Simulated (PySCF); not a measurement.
Can point charges reproduce the dipole moment of `FC(F)=C(F)[P@@H](=S)CCP`?

Coordinates (PBE0-D3(BJ)/def2-SVP, Å) and charges (e) from the PBE0/pcSseg-1 density (PySCF):

```
atom       x       y       z  Mulliken      IAO  Hirshfeld  ESP-fitted
  F1   2.725   0.192   1.671   -0.2113  -0.2220    -0.0359     -0.0730
  C2   3.081  -0.176   0.470   +0.5951  +0.5428    +0.1639     +0.2437
  F3   4.350   0.005   0.251   -0.2091  -0.2144    -0.0449     -0.0825
  C4   2.213  -0.672  -0.415   -0.0816  -0.0735    -0.0216     +0.1004
  F5   2.652  -1.019  -1.628   -0.2509  -0.2485    -0.0740     -0.1260
  P6   0.450  -0.998  -0.052   +0.4068  +0.9390    +0.2978     -0.0874
  S7   0.050  -2.201   1.416   -0.3391  -0.5690    -0.2981     -0.2609
  C8  -0.281   0.680   0.112   -0.4278  -0.4724    -0.1102     -0.3162
  C9  -1.760   0.637   0.470   -0.4537  -0.4259    -0.1111     +0.0269
 P10  -2.788  -0.111  -0.900   +0.0640  +0.1648    +0.0818     -0.2676
 H11   0.096  -1.416  -1.365   +0.1173  -0.0282    +0.0038     +0.1610
 H12   0.295   1.169   0.915   +0.1838  +0.1652    +0.0454     +0.1482
 H13  -0.078   1.228  -0.824   +0.1631  +0.1527    +0.0448     +0.1842
 H14  -2.111   1.640   0.753   +0.1661  +0.1529    +0.0461     +0.0362
 H15  -1.884  -0.021   1.347   +0.1815  +0.1658    +0.0331     +0.1078
 H16  -2.973   1.082  -1.665   +0.0404  -0.0222    -0.0164     +0.0971
 H17  -4.052  -0.005  -0.249   +0.0554  -0.0071    -0.0046     +0.1080
```

Form Σ q r in debye for every column and set it beside the full dipole.

The full density gives (-0.66, 3.93, -1.16) D, 4.15 D in size; dipole vectors point from the negative to the positive end.

| scheme | μx | μy | μz | size (D) | share of the full size (%) | angle to the full dipole (°) |
| --- | --- | --- | --- | --- | --- | --- |
| Mulliken | -2.77 | 2.30 | -1.64 | 3.95 | 95 | 39 |
| IAO | -1.81 | 2.46 | -2.64 | 4.04 | 97 | 34 |
| Hirshfeld | 0.02 | 2.01 | -1.60 | 2.57 | 62 | 24 |
| ESP-fitted | -0.70 | 3.99 | -1.27 | 4.24 | 102 | 1 |

Which set comes closest?

Length of the difference vector: ESP-fitted 0.12 D, Hirshfeld 2.09 D, IAO 2.38 D, Mulliken 2.70 D. Closest: ESP-fitted. 

What is left for the Hirshfeld atoms' own dipoles?

The shares of the density sum to the whole, so what Σ q r misses lies in dipoles about the nuclei. The atomic dipoles sum to (-0.66, 3.93, -1.16) − (0.02, 2.01, -1.60) = (-0.68, 1.92, 0.44) D, 2.09 D in size.

With the origin at the mean of the coordinates, (-0.001, 0.001, 0.018) Å, which are the largest single terms, by size, of the Hirshfeld dipole along the direction of the full one?

S7 +3.56, P6 -1.43, C2 -0.62, C9 -0.40, H14 +0.37 D; all 17 atoms together +2.35 D. The single terms depend on the origin, their sum doesn't.

Give the size of the full dipole in other units.

4.15 D = 1.635 au = 0.865 e·Å = 13.86 × 10⁻³⁰ C·m.

Geometry: PBE0-D3(BJ)/def2-SVP, one conformer, isolated molecule.

Shape of the structure used: `[F:1][C:2]([F:3])=[C:4]([F:5])[P@@H:6](=[S:7])[CH2:8][CH2:9][PH2:10]`: C2–C4–P6–S7 -58°, C4–P6–C8–C9 -178°, P6–C8–C9–P10 -66°, H–P10–C9–C8 -85°, H–P10–C9–C8 180°.
